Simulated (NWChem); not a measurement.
Species: C₆H₅O, doublet; SMILES c1(ccccc1)[O]

Computed with NWChem. Spin-unrestricted. Spin-contaminated determinants: UHF/STO-3G (<S²> = 1.84). In the optimisation the excess spin sits in b1 (C2v, its own frame). No stability test was run on the SCF state. Each level has its own optimisation. Brackets give each atom's bonded neighbours.

For level BLYP/def2-SVP:

r C–O (Å): 1.262
dipole (D): 3.48

Task: How do the values read with level UHF/STO-3G instead?

Result: 
| Quantity | Result |
|---|---|
| r C–O (Å) | 1.356 |
| dipole (D) | 1.59 |
